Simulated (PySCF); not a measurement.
Where the electron goes

C3H9FN2Si2.
Atom-mapped SMILES: `[H]/[N:1]=[CH:2]\[CH:3]=[CH:4]/[N:5]([SiH3:6])[SiH2:7][F:8]` (hydrogens: H9 on N1; H10 on C2; H11 on C3; H12 on C4; H13, H14, H15 on Si6; H16, H17 on Si7)

Structure used (GFN2-xTB), in Å, numbered top down from 1:
```xyz
17
C3H9FN2Si2 angstrom
N      3.2663    1.0396    0.6644
C      2.0647    0.6684    0.5151
C      1.5923   -0.5992    0.0214
C      0.3252   -0.9901   -0.1992
N     -0.8361   -0.2488   -0.1703
Si    -0.8962    1.4707   -0.5406
Si    -2.3437   -1.0660    0.1413
F     -1.9859   -2.5819    0.5261
H      3.9543    0.3540    0.3492
H      1.3137    1.3802    0.8498
H      2.3593   -1.3513   -0.1262
H      0.1671   -2.0359   -0.4363
H      0.2330    1.7528   -1.4152
H     -2.1699    1.6454   -1.2438
H     -0.9315    2.2399    0.7035
H     -3.1437   -1.1676   -1.0665
H     -2.9757   -0.4982    1.3167
```

Method used: TDDFT CAM-B3LYP/def2-SVPD, vertical, gas phase, core orbitals frozen in the response (PySCF).

Frontier orbitals with the atoms that hold most of them (Löwdin shares over 4%, at most four atoms; ? is withheld):

| orbital | ε (eV) | atoms |
| --- | --- | --- |
| HOMO-3 | -11.45 | Si6 16%, C2 12%, H13 10%, N1 10% |
| HOMO-2 | -10.48 | N5 24%, N1 16%, C2 11%, C4 10% |
| HOMO-1 | -8.84 | ? |
| HOMO | ? | C3 26%, N5 22%, C4 17%, N1 15% |
| LUMO | -0.01 | ? |
| LUMO+1 | 0.40 | Si7 33%, Si6 14%, H17 12%, H16 9% |
| LUMO+2 | 0.81 | Si6 27%, Si7 21%, H15 8%, C4 6% |

Task: Which atoms hold the LUMO, and with what shares?

Result: C4 (bonded to C, N and H) 23%; N1 (bonded to C and H) 22%; C2 (bonded to C, N and H) 18%; C3 (bonded to 2 C and H) 12%. By element: carbon 53%, nitrogen 22% or more.

Task: Which atoms hold the HOMO-1, and with what shares?

Result: N1 (bonded to C and H) 62%; C2 (bonded to C, N and H) 15%; H9 (bonded to N) 9%; C3 (bonded to 2 C and H) 6%. By element: nitrogen 62% or more, carbon 21% or more, hydrogen 9% or more.

Task: What is the HOMO energy, and the HOMO–LUMO gap?

Result: ε(HOMO) = -7.86 eV; the gap is 7.85 eV (0.2884 hartree).

Task: The HOMO–LUMO gap is 7.85 eV. Where does the response calculation put the lowest singlet, and from which orbitals?

Result: S1 is at 4.78 eV (f = 0.024), 3.07 eV below the gap, made of HOMO-1→LUMO (84%). Its leading pair isn't HOMO and LUMO; the energies of that pair differ by 8.83 eV. Without the coupling terms of the response equations the lowest excitation would equal the gap.

Task: One configuration dominates each of S1, S2 and S3. Which, and how do the shares of the two leading atoms of either orbital change from the occupied to the empty one?

Result: 
- S1 (4.78 eV, f 0.024), HOMO-1→LUMO (84%): N1 62% → 22%, C2 15% → 18%, C4 at most 6% → 23%
- S2 (5.19 eV, f 0.455), HOMO→LUMO (88%): C3 26% → 12%, N5 22% → at most 13%, C4 17% → 23%, N1 15% → 22%
- S3 (5.50 eV, f 0.0041), HOMO→LUMO+1 (93%): C3 26% → at most 10%, N5 22% → at most 10%, Si7 at most 16% → 33%, Si6 at most 16% → 14%

Löwdin shares depend on the basis, the more so with diffuse functions.

One conformer stands for the species.
